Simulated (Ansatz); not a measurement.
Ideal-gas functions of CH₅B₂F (`BCBF`) at 400 K and 1 bar, from an Ansatz frequency run at PBE0-D4/def2-TZVP.

Molar mass 57.67 g/mol, point group C1 (symmetry number 1), electronic degeneracy 1, moments of inertia 23.202, 119.902, 121.421 u Å². Harmonic wavenumbers (cm⁻¹, unscaled): 73, 166, 246, 416, 692, 736, 822, 949, 1010, 1039, 1085, 1115, 1140, 1250, 1355, 1415, 2577, 2615, 2659, 3010, 3134.

Use S(trans) = R[1.5 ln M + 2.5 ln T − 1.1517]; rotational temperatures θ = 24.2544 K / I; S(rot) = R[ln(√π/σ · √(T³/θAθBθC)) + 1.5]; for each mode x = 1.438777 ν̃/T, S = R[x/(eˣ − 1) − ln(1 − e⁻ˣ)] and H = RT x/(eˣ − 1); 1 cm⁻¹ = 0.0119627 kJ/mol; R = 8.31446 J/(mol·K).

Task: By hand: the entropy, in J/(mol·K).

Result: Translation 165.5. Rotation: θ = 1.0454, 0.2023, 0.1998 K, giving 105.1. Vibration, mode by mode: 19.46, 12.72, 9.60, 5.70, 2.59, 2.29, 1.79, 1.24, 1.04, 0.96, 0.84, 0.77, 0.71, 0.51, 0.38, 0.31, 0.01, 0.01, 0.01, 0.00, 0.00, in all 60.9. Electronic 0.0. Sum 331.5 J/(mol·K).

Task: By hand: H − E and G − E in kJ/mol, counted from the electronic energy.

Result: Zero-point energy ½ × 27504 × 0.0119627 = 164.5; thermal vibration 13.0; translation, rotation and pV give 4 RT = 13.3. H − E = 190.8 kJ/mol, and G − E = 190.8 − 400 × 331.5/1000 = 58.2 kJ/mol.

Vibration gives 18 % of the entropy, 19.5 J/(mol·K) of it from the mode under 150 cm⁻¹: soft modes count most, and the harmonic formula is weakest for them. The sum counts one conformer and one mirror image; others add a mixing term.
